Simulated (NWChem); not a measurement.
System: C2H7O cation; SMILES CC[OH2+]

The following NWChem deck was run.

```
start job
memory heap 200 mb stack 900 mb global 1100 mb
charge 1
geometry units angstroms noautosym nocenter noautoz
  C      0.279997    -1.277567     0.000000
  C     -0.607271    -0.075842     0.000000
  O      0.196407     1.219042     0.000000
  H     -0.373409    -2.165072     0.000000
  H      0.907193    -1.341900    -0.901790
  H      0.907193    -1.341900     0.901790
  H     -1.230759     0.039177     0.895684
  H     -1.230759     0.039177    -0.895684
  H      0.748354     1.351677    -0.795640
  H      0.748354     1.351677     0.795640
end
basis spherical
  C library def2-svp
  O library def2-svp
  H library def2-svp
end
dft
  xc b3lyp
  iterations 150
end
cosmo
  dielec 7.6
end
task dft energy
```

Structure relaxed at the PBE0/def2-SVP level.

Level: B3LYP/def2-SVP with COSMO at NWChem's default radii, gas-phase geometry; the question gives the dielectric constant. Reactions with the solvent are ignored.

Q: What results follow from this input? (B3LYP/def2-SVP, COSMO on the gas-phase geometry.) Quantities: electrostatic solvation energy (kcal/mol).

A: 
- electrostatic solvation energy (kcal/mol): -63.3
